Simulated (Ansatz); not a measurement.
Start from `O[Si](F)(Cl)Br` and change one atom or group to get `C=N[Si](O)(F)Cl`.

Ansatz, PBE0-D4/def2-TZVP geometries, multiplicity 1. Each molecule was computed in one conformer, which needn't be the lowest.

Scalar relativity is left out up to krypton.

```json
{"property": "zero-point energy (PBE0-D4/def2-TZVP) / kJ/mol", "`O[Si](F)(Cl)Br`": "53.7"}
{"property": "LUMO energy (PBE/def2-TZVPP) / eV", "`O[Si](F)(Cl)Br`": "-1.09"}
{"property": "HOMO–LUMO gap (B3LYP/def2-TZVPP) / eV", "`O[Si](F)(Cl)Br`": "8.30"}
{"property": "size of the dipole moment (PBE/def2-TZVPP) / D", "`O[Si](F)(Cl)Br`": "1.63"}
{"property": "size of the dipole moment (ωB97M-V/def2-TZVPP) / D", "`O[Si](F)(Cl)Br`": "1.71"}
{"property": "HOMO–LUMO gap (PBE0/def2-TZVPP) / eV", "`O[Si](F)(Cl)Br`": "8.91"}
```

(1) What does the change do to each property? (An estimate is asked.)

Answers

(1) Computed: 
```json
{"property": "zero-point energy (PBE0-D4/def2-TZVP) / kJ/mol", "`C=N[Si](O)(F)Cl`": "132.7", "shift": "79.0"}
{"property": "LUMO energy (PBE/def2-TZVPP) / eV", "`C=N[Si](O)(F)Cl`": "-2.57", "shift": "-1.48"}
{"property": "HOMO–LUMO gap (B3LYP/def2-TZVPP) / eV", "`C=N[Si](O)(F)Cl`": "5.85", "shift": "-2.45"}
{"property": "size of the dipole moment (PBE/def2-TZVPP) / D", "`C=N[Si](O)(F)Cl`": "2.11", "shift": "0.48"}
{"property": "size of the dipole moment (ωB97M-V/def2-TZVPP) / D", "`C=N[Si](O)(F)Cl`": "2.28", "shift": "0.57"}
{"property": "HOMO–LUMO gap (PBE0/def2-TZVPP) / eV", "`C=N[Si](O)(F)Cl`": "6.32", "shift": "-2.59"}
```

With PBE0 the HOMO rises by 1.21 eV and the LUMO falls by 1.38 eV, so the gap narrows by about 2.59 eV. PBE moves the HOMO by 1.34 eV and ωB97M-V by 1.07 eV. The zero-point energy changes by 79.0 kJ/mol with +9 modes. Dipoles are sizes alone; their direction can turn.

B3LYP here is the variant with VWN-RPA as its local correlation; programs differ in this.

Spin–orbit coupling is left out; it splits and shifts lone-pair levels of the heavy atoms by tenths of an eV.
